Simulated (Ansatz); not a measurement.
Coupled-cluster diagnostics for Bi₃Te (the lowest doublet isomer of a short search), Ansatz.

Geometry of the doublet (PBE-D4/def2-SVP):

```
atom    x (Å)    y (Å)    z (Å)
 Bi1  -0.8499   1.2360  -0.8898
 Bi2  -0.7733  -1.5528   0.1805
 Bi3   0.0778   0.7482   1.9439
 Te4   1.5454  -0.4314  -1.2347
```

In the def2 sets Bi, Te take a core potential; there is no spin–orbit coupling. Correlated methods freeze 16 core orbitals; core or outer-core shells of Bi, Te are correlated, in sets that lack core-valence functions. The structure comes from a short search, and lower isomers may exist.

Geometry of the charge 0 quartet (PBE-D4/def2-SVP):

```xyz
4

Bi    0.248    1.619    1.204
Bi   -1.257   -0.934   -1.295
Bi   -0.141   -1.364    1.479
Te    1.150    0.680   -1.387
```

(1) Estimate the CCSD(T) correlation energy, the shares of MP2 and (T), T1 and the reference's ⟨S²⟩ for: charge 0, doublet, own geometry in def2-SVP; charge 0, quartet, own geometry in def2-SVP; charge 1, singlet, vertical in def2-SVP; and the rough time on 4 threads of Intel Xeon 6975P-C on a shared host.

Answers

(1) 
```
                          state     basis  correlation (eV)  MP2 share (%)  (T) share (%)     T1  ⟨S²⟩ (pure)  wall time                            remarks
charge 0, doublet, own geometry  def2-SVP           -13.056           91.2            5.1  0.025  1.06 (0.75)       22 s                  spin-contaminated
charge 0, quartet, own geometry  def2-SVP           -12.334           89.7            4.8  0.024  3.82 (3.75)       22 s                                  –
    charge 1, singlet, vertical  def2-SVP           -13.285           91.9            6.0  0.027  0.00 (0.00)        7 s  large T1, restricted SCF unstable
```
Customary marks for T1 are 0.02 (closed shells), 0.045 (open shells) and about 0.05 (3d metals). T1 exceeds 0.02 in 3 of 3 rows and 0.045 in 0; the higher it lies, the less the single-reference result can be trusted.
